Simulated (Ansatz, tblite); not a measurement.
Removing and adding an electron: (F2Al-mu-PH2)3 (Al₃P₃H₆F₆). The state is a singlet with charge 0. Geometry: PBE-D4/def2-SVP. Ansatz, gas phase; energy differences of separate SCF runs; the oxidised species was run as a doublet alone; the reduced species was run as a doublet alone.

```
atom   x (Å)   y (Å)   z (Å)
 Al1   1.428  -1.621  -0.075
  F2   2.314  -2.979   0.360
  F3   1.375  -1.070  -1.674
  P4  -0.918  -1.778   0.449
 Al5  -2.173  -0.383  -1.072
  F6  -2.264  -1.253  -2.507
  F7  -3.574   0.232  -0.378
  P8  -0.659   1.492  -1.228
 Al9   0.233   1.916   0.969
 F10   0.584   3.527   1.281
 F11  -0.843   1.049   1.948
 P12   2.115   0.415   1.017
 H13  -1.314  -3.141   0.294
 H14  -1.214  -1.542   1.821
 H15  -1.330   2.653  -1.715
 H16   0.363   1.310  -2.203
 H17   3.276   0.928   0.366
 H18   2.600   0.245   2.347
```

The xTB rows come from tblite. Single mean-field runs in def2-TZVP are fitted with def2-universal-jkfit. HOMO above LUMO, or a gap near zero within one spin, warns that the state may not be the lowest or that an electron is smeared out.

| level | −HOMO (eV) | vertical IE (eV) | −LUMO (eV) | vertical EA (eV) | HOMO–LUMO gap (eV) | IE − EA (eV) | remarks |
| --- | --- | --- | --- | --- | --- | --- | --- |
| GFN1-xTB | 11.76 | 14.05 | 8.07 | 5.90 | 3.68 | 8.15 | – |
| GFN2-xTB | 10.78 | 12.93 | 6.98 | 4.88 | 3.80 | 8.05 | – |
| PBE-D4/def2-TZVP | 7.36 | 9.58 | 2.54 | 0.54 | 4.82 | 9.04 | HOMO above zero (-1 doublet), gap within one spin near zero (-1 doublet) |
| PBE0-D4/def2-TZVP | 8.56 | 10.14 | 1.75 | 0.37 | 6.82 | 9.77 | HOMO above zero (-1 doublet) |
| CAM-B3LYP-D4/def2-TZVP | 9.79 | 10.44 | 0.60 | 0.08 | 9.20 | 10.35 | HOMO above zero (-1 doublet) |

Relaxing the oxidised species (PBE-D4/def2-SVP) changes its energy by -1.28 eV at PBE-D4/def2-TZVP, so the adiabatic ionisation energy to this nearest minimum is 8.29 eV. On the way the bond Al5–P8 breaks and Al5–F11 forms. At PBE0-D4/def2-TZVP it is 8.30 eV.     A HOMO above zero means that the electron is unbound at that level or that self-interaction error raises the level; the energy of removing that electron tells which. Raw xTB energy differences between charge states are shifted by several eV; the methods need an empirical correction for them. Sets without diffuse functions give affinities that are too small.
